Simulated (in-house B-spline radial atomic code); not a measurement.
Values are calculated unless marked as measured or tabulated.
# C6 from the polarisability at imaginary frequency: Sc IV (Sc3+)

LDA VWN5 linear response of the closed shell [Ne] 3s2 3p6, from an all-electron radial atomic-structure program (B-spline basis); non-relativistic, point nucleus, no spin-orbit coupling.

The dispersion coefficient of two like species is C6 = (3/π) ∫ α(iu)² du from 0 to ∞.

```
u (hartree)  α(iu) (bohr³)
          0           2.17
       0.24          2.121
       0.56          1.925
       0.96          1.585
        1.6          1.086
        2.4         0.6888
        3.6         0.3932
        5.6         0.2004
          8         0.1145
         12        0.06049
         20         0.0269
         40       0.008419
```

**Question.** Fit one oscillator, α(iu) = α(0)/(1 + u²/ω²), through u = 0.56 and estimate C6.

**Answer.** From α(0)/α(iu) − 1 = 2.17/1.925 − 1 = 0.1273, ω = u/√0.1273 = 1.5697 hartree (42.7 eV). London's formula gives C6 = (3/4) α(0)² ω = 0.75 × 2.17² × 1.5697 = 5.544 hartree·bohr⁶, and the oscillator holds f = α(0) ω² = 5.35 electrons, of a sum of oscillator strengths of 18.0.

**Question.** How does that compare with the full integral?

**Answer.** The program's quadrature over all excitations gives C6 = 5.755, so the single oscillator is off by -3.7 %. At the last point the fit gives α = 0.00334 against 0.00842: higher excitations, and deeper shells where there are any, keep the true curve higher at large u.
